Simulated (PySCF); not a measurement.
A calculated (UHF, PySCF 2.14, jorge-DZP-DKH, the spin-free X2C one-electron Hamiltonian (Gaussian nucleus)) atom or ion has these occupied shells.

```csv
shell,electrons,orbital energy (eV),"rms radius, mean of both spins (bohr)"
1s α,1,-240.64,0.377
1s β,1,-238.94,0.377
2s α,1,-37.809,1.77
```

(1) Name the element and its charge.

## Answers

(1) B²⁺ (boron, charge +2), in [He] 2s1, 2S determinant.
